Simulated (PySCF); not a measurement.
ScBr₃, SMILES [Br][Sc]([Br])[Br]. Atoms are numbered in the order given.

```xyz
4

Sc     0.0000     0.0000     0.0000
Br    -2.4252     0.0000     0.0000
Br     1.2126     2.1003     0.0000
Br     1.2126    -2.1003     0.0000
```
Charge 0, spin multiplicity 1.

The structure is a stationary point at B3LYP-D3(BJ)/def2-SVP.

Level of theory: ωB97X/def2-TZVP run with PySCF.

ESP charges are fitted to the potential on shells at 1.4 to 2.0 van der Waals radii. Atomic charges (e):

| atom | meta-Löwdin | ESP fit |
|---|---|---|
| Sc1 | [?] | 0.78 |
| Br2 | [?] | -0.26 |
| Br3 | [?] | -0.26 |
| Br4 | [?] | -0.26 |

Task: Some entries are withheld; supply them. (The exact figures need the calculation; the answer reports its results.)

Result: 
- Sc1, meta-Löwdin: 1.33
- Br2, meta-Löwdin: -0.44
- Br3, meta-Löwdin: -0.44
- Br4, meta-Löwdin: -0.44
